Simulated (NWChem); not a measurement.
System: BeICl; SMILES [Cl][Be][I]

```xyz
3

Be     0.0000     0.0000     1.1324
Cl     0.0000     0.0000     2.9464
I      0.0000     0.0000    -1.0305
```
Atoms are numbered in this order, from 1.

Computed with NWChem. Geometry: optimised at PBE0/def2-SVP. def2 effective core potentials on I; no spin-orbit coupling.

Problem. Predict the results for BHandHLYP/def2-SVP. Quantities: highest occupied level (eV); orbital gap (eV); dipole (D).

Solution. The highest occupied level (eV) is -9.09 and the orbital gap (eV) is 9.33. The dipole (D) is 0.34.
